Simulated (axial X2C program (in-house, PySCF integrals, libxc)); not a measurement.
CuN⁺: properties at the nuclei

Calculated with an axial X2C code built on PySCF integrals: two-component X2C with atomic mean-field Coulomb and Gaunt terms, Gaussian nuclei, basis Cu dyall-cv3z, N dyall-av3z with contracted cores.

R = 1.822 Å (near the PBE0 minimum at charge 1 of the determinant lowest at the starting distance; the state shown can have its own minimum elsewhere).

Input and command:
```json
{"zs": [29, 7], "q": 1, "bas": ["dyall-cv3z", "dyall-av3z"], "r0": 1.75, "levels": ["PBE0", "HF", "TPSSh", "PBE50", "LDA"], "nst": 3}
```
```bash
python soeom.py task.json out
```

Keys: zs atomic numbers; q charge; bas basis sets; r0 starting distance in Å; levels methods; nst determinants followed.

Determinant lowest in the PBE0 search, Ω = 3/2 (⟨Sz⟩ = 1.50, ⟨Lz⟩ = 0.00 at PBE0), spin on the atoms Cu 0.17, N 1.33:

| level | Eeff magnitude (GV/cm) | Ws magnitude Cu (kHz) | A∥/gI Cu (MHz) | qzz Cu (a.u.) | A∥/gI N (MHz) | qzz N (a.u.) |
| --- | --- | --- | --- | --- | --- | --- |
| PBE0 | 1.06 | 0.251 | 509 | 0.36 | 14.6 | 0.17 |
| HF | 0.789 | 0.189 | 255 | -0.68 | 79.6 | 0.15 |
| TPSSh | 1.06 | 0.25 | 576 | 0.58 | 17.2 | 0.16 |
| PBE50 | 1 | 0.239 | 398 | -0.08 | 27.2 | 0.18 |
| LDA | 1.04 | 0.244 | 685 | 0.82 | 2.99 | 0.25 |

Eeff is the effective electric field on the electron electric dipole moment in this Ω state and Ws the scalar–pseudoscalar constant of the nucleus named (defined with the proton number Z and per Ω); A∥ (defined per Ω) follows by multiplying with gI = μI/(I μN); qzz is the electric field gradient, eQq0 = 234.96 MHz × Q/barn × qzz. The operators were transformed with the bare-nucleus X2C matrices; with these basis sets, hyperfine constants and field gradients can be off by tens of per cent, and where levels differ in sign neither size nor sign is settled.

(1) With Q(14N) = 0.02044 barn (Q from Pyykkö, Mol. Phys. 2018), turn the PBE0 values of the first state into constants in MHz.

Each state is one determinant with collinear spin, which with several unpaired electrons need not be a pure state. Unrestricted Hartree–Fock can overshoot spin polarisation at the nuclei. This is the top spin component of a Σ state; components of lower Ω are not single determinants and can lie lower. With several open shells hyperfine constants can be off by a factor of several. The search compared states at one distance, so a state with another bond length can lie lower. Further determinants of the search, some of them spin-mixed, are not shown. Where a field gradient or hyperfine factor spreads by more than a factor of two over the levels, a constant derived from it is not to be relied on.

Answers

(1) eQq0(14N) = 234.96 × (0.02044) × (0.17) = 0.816 MHz.
